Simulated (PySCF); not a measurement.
Two-dimensional NMR puzzle

Compound of formula C4H11NSi. Correlations simulated from computed shifts and the bond graph:

HSQC (one-bond C–H):
```
  δH     δC
8.65  185.1
2.39   48.7
1.72   22.6
0.94   15.9
```

COSY cross peaks (H two or three bonds apart, from the bond graph; peaks can be absent where the dihedral angle is near 90°):
```
  δH    δH
8.65  2.39
2.39  1.72
1.72  0.94
```

HMBC (two and three bonds, from the bond graph):
```
  δH                 δC
8.65         48.7, 22.6
4.96              185.1
2.39  185.1, 22.6, 15.9
1.72  185.1, 48.7, 15.9
0.94         48.7, 22.6
```

[PySCF 2.14: GFN2-xTB structure; NMR shieldings at PBE0/pcSseg-1/GIAO; rapidly exchanging positions averaged; single conformer; in vacuum; non-relativistic Hamiltonian]

References, each an isolated molecule treated in the same way: 1H, 13C vs TMS.

Exchangeable hydrogens are left out of these lists.

Problem. Which molecule is this?

Solution. `InChI=1S/C4H11NSi/c1-2-3-4-5-6/h4H,2-3H2,1,6H3/b5-4+`.

Structure with atom numbers: `[CH3:1][CH2:2][CH2:3]/[CH:4]=[N:5]/[SiH3:6]`; H(Xn) means a hydrogen on atom n.

1. δC 185.1 is C4, a C=N carbon (δH 8.65).
2. δC 48.7 is C3, an sp3 CH2 (δH 2.39).
3. δC 22.6 is C2, an sp3 CH2 (δH 1.72).
4. δC 15.9 is C1, a methyl carbon (δH 0.94).
5. COSY links 8.65–2.39, 2.39–1.72, 1.72–0.94.

The shifts were computed for this structure.

Shifts are as computed. Against solution values, carbons near 30 ppm lie about +3 ppm off and those near 130 ppm about +5 ppm. Of 1211 compounds with measured shifts, 218 miss one by over three times the rms of a fit or turn the order of signals round; such compounds aren't used in these exercises.
